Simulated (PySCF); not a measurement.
An unknown is described by computed data only.

Formula: C8H13P.

- Valence photoelectron: vertical ionisation energy: 8.10 eV [ΔSCF CAM-B3LYP/def2-SVPD]
- Rotational structure: rotational constants A, B, C: 2.461, 0.815, 0.666 GHz [PBE0-D3(BJ)/def2-SVP]
- UV, strongest line: among the 10 lowest singlet transitions: S2 at 5.17 eV (240 nm, f = 0.116) [TDDFT CAM-B3LYP/def2-SVPD]
- UV, first state: lowest singlet excitation: 4.66 eV (266 nm, f = 0.061) [TDDFT CAM-B3LYP/def2-SVPD]
- 13C NMR: chemical shifts (computed TMS as zero) by class: 164.4 (1 C), 163.1 (1 C), 142.0 (1 C), 129.0 (1 C), 30.6 (1 C), 30.1 (1 C), 17.7 (1 C), 16.4 (1 C) ppm [GIAO PBE0/pcSseg-1]
- NMR, other nuclei: isotropic shieldings of nuclei other than C and H, by class: 377 (1 P) ppm [GIAO PBE0/pcSseg-1]

The electronic properties come from PySCF, for the isolated species, density fitting. Levels stand in brackets. One conformer (not necessarily the lowest) at the PBE0-D3(BJ)/def2-SVP geometry, without solvent, vibrations or thermal averaging. Each NMR value is the plain mean over a class of atoms that symmetry, rotation or inversion makes alike.

**Question.** Propose a structure and show how it fits.

**Answer.** Numbering: `[CH3:1][CH2:2][c:3]1[cH:4][pH:5][c:6]([CH2:7][CH3:8])[cH:9]1`. 8 carbons fall into 8 classes; from least to most shielded: unsaturated ring carbon [C6] (164.4 ppm), unsaturated ring carbon [C3] (163.1 ppm), unsaturated ring CH carbon [C9] (142.0 ppm), unsaturated ring CH carbon [C4] (129.0 ppm), carbon bonded to 2 C and 2 H [C2] (30.6 ppm), carbon bonded to 2 C and 2 H [C7] (30.1 ppm), methyl carbon [C8] (17.7 ppm), methyl carbon [C1] (16.4 ppm). The other shieldings belong to: 377 ppm, ring phosphorus [P5]. The first electron is taken from the HOMO, whose largest Löwdin shares are 0.27 on an unsaturated ring CH carbon, 0.20 on an unsaturated ring carbon, 0.17 on an unsaturated ring carbon and 0.12 on an unsaturated ring CH carbon. The optimised geometry has point group C1 and is an asymmetric top. Structure: `CCC1=CPC(CC)=C1`. Computed isomers that give other values at the same levels: `CCC(C)=C=PC1CC1` (rotational constant A: 3.171 GHz; this holds for the one conformer computed); `C#CCP(C)C1CCC1` (rotational constant A: 3.302 GHz; this holds for the one conformer computed); `CC1=CCCP1C1CC1` (13C chemical shifts (computed TMS as zero) by class: 152.8 (1 C), 142.1 (1 C), 36.8 (1 C), 27.4 (1 C), 20.4 (1 C), 10.5 (1 C), 4.7 (2 C) ppm). The assignments are read from this structure; whether some other isomer fits the data as well wasn't checked.

Shape of the structure used: `[CH3:1][CH2:2][c:3]1[cH:4][pH:5][c:6]([CH2:7][CH3:8])[cH:9]1`: C1–C2–C3–C4 -114°, P5–C6–C7–C8 56°.
